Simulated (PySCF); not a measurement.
**[ZrCl3]+: breathing scan**

Level of theory: PBE0 in PySCF with Zr def2-SVP with ECP28, Cl def2-SVP; scalar-relativistic core potentials, no spin–orbit coupling; density-fitted integrals.

Rigid scan from the singlet minimum (Zr–Cl 2.259 Å (×3); Cl–Zr–Cl 109.1° (×3)). Coordinate: all bonds to the central atom scaled together. Energies in kJ/mol from the minimum.

(1) Predict the curve at 0.88, 0.92, 0.96, 1.00, 1.04, 1.08, 1.14, 1.22, 1.35.

## Answers

(1) 
| scale of all bonds to the centre | E (kJ/mol) | dipole size (D, about the centre of mass) |
| --- | --- | --- |
| 0.88 | 343.1 | 3.53 |
| 0.92 | 134.0 | 3.83 |
| 0.96 | 29.6 | 4.11 |
| 1.00 | 0.0 | 4.39 |
| 1.04 | 22.9 | 4.65 |
| 1.08 | 81.8 | 4.89 |
| 1.14 | 211.7 | 5.23 |
| 1.22 | 423.0 | 5.61 |
| 1.35 | 778.7 | 6.11 |

At long bonds a restricted determinant can lie too high, and another spin state can fall below this curve.

Stability towards spin polarisation was not tested.

Other isomers or separated fragments may lie lower.
